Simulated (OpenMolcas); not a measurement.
# Ti²⁺: CASPT2 settings compared

```
Program             : OpenMolcas
Basis               : ANO-RCC-VDZ [5s4p2d]
Scalar Hamiltonian  : DKH3, point nucleus
Active space        : 2 electrons in 5 orbitals (3d)
State averaging     : 2S+1 = 3 even, 10 roots; 2S+1 = 1 even, 15 roots kept (CI in the orbitals of an earlier block)
Spin-orbit coupling : state interaction with AMFI integrals over the reference wave functions, term energies averaged over their components
```

Methods on the same reference wave functions:
A. CASSCF
B. SS-CASPT2, IPEA 0.2 Eh, sigma2 regulariser 0.15 Eh (closed shells correlated: 3s 3p)
C. SS-CASPT2, IPEA 0.2 Eh, imaginary shift 0.3 Eh (closed shells correlated: 2s 2p 3s 3p)
D. SS-CASPT2, IPEA 0.3 Eh, real shift 0.5 Eh (closed shells correlated: 3s 3p)

Energies in eV above 3d² ³F₂, the measured ground level; measured values from Corliss and Sugar, J. Phys. Chem. Ref. Data 8, 1 (1979).

| Level | A | B | C | D | Measured |
| --- | --- | --- | --- | --- | --- |
| 3d² ³F₂ | 0.0000 | 0.0000 | 0.0000 | 0.0000 | 0.0000 |
| 3d² ³F₃ | 0.0243 | 0.0245 | 0.0245 | 0.0245 | 0.0229 |
| 3d² ³F₄ | 0.0561 | 0.0562 | 0.0562 | 0.0562 | 0.0521 |
| 3d² ¹D₂ | 1.3983 | 1.058 | 1.061 | 1.078 | 1.0506 |
| 3d² ³P₀ | 1.6707 | 1.375 | 1.367 | 1.387 | 1.3066 |
| 3d² ³P₁ | 1.6791 | 1.383 | 1.375 | 1.395 | 1.3147 |
| 3d² ³P₂ | 1.6968 | 1.401 | 1.393 | 1.413 | 1.3293 |
| 3d² ¹G₄ | 2.1720 | 2.066 | 2.067 | 2.071 | 1.7851 |
| 3d² ¹S₀ | 5.3150 | 3.925 | 3.959 | 4.045 | 4.0264 |

Deviations, from unrounded energies. A percentage is the sum of absolute deviations over the sum of measured energies, with the sign that they share, or ± where signs differ.

| Against measurement | Levels | A | B | C | D |
| --- | --- | --- | --- | --- | --- |
| mean absolute deviation (cm-1) | 8 | 3200 | 610 | 550 | 590 |
| fine structure of the ground term (%) | 2 | +7.2 | +7.5 | +7.5 | +7.5 |
| other terms of the ground configuration (%) | 6 | +28.8 | ±5.5 | ±5.0 | +5.3 |

C, D lie about equally close to measurement and A furthest from it. The largest miss of C in the table is 3d² ¹G₄, by +2300 cm-1. The ranking rests on the paired levels alone, and a cruder setting can come out closer through cancelling errors.

Among B to D the level of the table that moves most is 3d² ¹S₀, by 970 cm-1 (lowest in B, highest in D). Moves below CASPT2's spread within the term are not significant.

The mean deviations of B to D differ by less than CASPT2's widest spread within a term (430 cm-1), so their order carries little weight.

From A to B the spin-free energies of the other terms of 3d² shown, above ³F, scale by factors of 0.74 to 0.95, as is usual when dynamic correlation screens the repulsion within a d or f shell.

The lowest spin-free term lies below A's lowest term by 0.149 hartree in B, 0.162 hartree in C, 0.146 hartree in D.

CASPT2 breaks the degeneracy within a term, and the mean is taken; among the terms shown or strongly mixed into the levels shown the widest spread is 430 cm-1 (3d² ¹G, C). Terms from blocks run as CI alone lack orbitals of their own. Without dynamic correlation excited terms often stand tens of per cent too high (terms of higher spin than the ground term too low), and those without a measured partner can miss by more than the paired ones (holds for A). Some terms miss by over 15 % even with CASPT2, which points to a basis or an active space too small for the shells correlated (holds for B; C; D). Measured partners are found by configuration, term and J. A level has none where our copy of the source lacks it or the pairing is in doubt (some pairs that miss far off the trend of their configuration count as doubtful), and it then counts in no deviation. Only configurations of the active space appear.
